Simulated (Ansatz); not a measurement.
`C=C[S][GeH3]` + `N=C[SeH]` → `C=C/N=C\[SeH]` + `[SH][GeH3]`  (substitution at a C–S bond)

Calculated with Ansatz (gas phase, PBE0-D4/def2-TZVP geometries, no zero-point term in ΔE). CCSD(T)/CBS is the MP2 limit (def2-TZVPP, def2-QZVPP) plus CCSD(T) − MP2 in def2-TZVPP, frozen cores. Functionals use def2-TZVPP. B3LYP here is the variant with VWN-RPA as its local correlation; programs differ in this. For Ge, Se outer-core shells are correlated without core-valence functions, which leaves a few kJ/mol of doubt a bond. Scalar relativity is left out up to krypton. One conformer a species, not always the lowest.

Problem. Is it downhill or uphill in electronic energy at CCSD(T)/CBS, and by how much? (Best estimate.)

Solution. Ansatz gave: Downhill: ΔE = -11.9 kJ/mol.

Problem. What do these levels give: r2SCAN-D4, B3LYP-D4, PBE, HF/def2-TZVPP, MP2/CBS(def2), CCSD/CBS(def2)? (Best estimate.)

Solution. The calculation gave: r2SCAN-D4 -16.9, B3LYP-D4 -15.2, PBE -14.6, HF/def2-TZVPP -9.3, MP2/CBS(def2) -12.6, CCSD/CBS(def2) -10.4 kJ/mol.

Largest T1 diagnostic among the species: 0.013.

In def2-TZVPP, CCSD(T) changes the Hartree–Fock value by −4.2 kJ/mol (the triples alone add −1.5 kJ/mol) and MP2 by −4.9 kJ/mol.
